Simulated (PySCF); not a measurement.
BCl$_{3}$, charge -1, doublet, at a GFN2-xTB geometry (a state made from the parent by changing its charge; the spin is typed, not shown lowest) (in this run its highest filled SCF level lies above zero, so its values depend strongly on the basis, on diffuse functions most of all). Base run: DF-B3LYP/6-311G** (PySCF).

Input for PySCF:
```python
from pyscf import gto, scf, dft

mol = gto.M(
    atom='''
B     0.00409589    0.01392452    0.00870572
Cl    1.75461390   -0.24874663   -0.43087965
Cl   -0.68171649   -0.74958120    1.51644082
Cl   -1.07410209    0.99423238   -1.08812167
''',
    basis='6-311g**',
    charge=-1,
    spin=1,
    verbose=4,
)

mf = dft.UKS(mol)
mf.xc = 'b3lyp'
mf = mf.density_fit(auxbasis='def2-universal-jkfit')
mf.kernel()
```

Variants of this job, named by their change:

```csv
change,basis functions,E (Eh),HOMO (eV),core-seconds (rough)
base,96,-1405.65963,1.83,10
basis = LANL2DZ,33,-69.78661,2.28,3
basis = 3-21G,48,-1398.81183,2.19,4
basis = pc-1,68,-1405.61812,2.16,8
basis = 6-31G*,68,-1405.54614,2.32,7
basis = cc-pVDZ,68,-1405.61955,2.47,9
basis = cc-pV(D+d)Z,83,-1405.62467,2.44,9
basis = def2-SVPD,101,-1405.19204,1.74,10
basis = 6-311++G**,112,-1405.66226,1.83,10
basis = pcseg-2,132,-1405.69555,1.99,10
"basis = 6-311+G(2d,p)",132,-1405.66790,1.78,10
basis = cc-pVTZ,132,-1405.68311,2.07,10
basis = aug-cc-pVTZ,196,-1405.69103,1.78,20
```

Totals compare only among sets that treat the same electrons; sets with core potentials leave the core out.

Open shells are given as the SCF converged; they aren't shown to be the lowest states, and a large step between rows can be another state.
